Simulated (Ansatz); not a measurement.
One change: `OC[SiH](F)S` becomes `OC[SiH](O)S`.

Ansatz, PBE0-D4/def2-TZVP geometries, multiplicity 1. Each molecule was computed in one conformer, which needn't be the lowest.

| property | `OC[SiH](F)S` |
| --- | --- |
| LUMO energy (ωB97M-V/def2-TZVPP) / eV | 1.77 |
| HOMO–LUMO gap (ωB97M-V/def2-TZVPP) / eV | 11.70 |
| HOMO energy (B3LYP/def2-TZVPP) / eV | -7.45 |
| HOMO energy (PBE/def2-TZVPP) / eV | -6.30 |
| HOMO energy (PBE0/def2-TZVPP) / eV | -7.69 |
| LUMO energy (B3LYP/def2-TZVPP) / eV | -0.21 |

Q: Give the same properties after the change, and the shifts. (Best estimate.)

A: Ansatz gave: 
```
                               property  `OC[SiH](O)S`  shift
  LUMO energy (ωB97M-V/def2-TZVPP) / eV           1.83   0.06
HOMO–LUMO gap (ωB97M-V/def2-TZVPP) / eV          11.68  -0.02
    HOMO energy (B3LYP/def2-TZVPP) / eV          -7.38   0.07
      HOMO energy (PBE/def2-TZVPP) / eV          -6.17   0.13
     HOMO energy (PBE0/def2-TZVPP) / eV          -7.60   0.09
    LUMO energy (B3LYP/def2-TZVPP) / eV          -0.11   0.10
```

B3LYP here is the variant with VWN-RPA as its local correlation; programs differ in this.
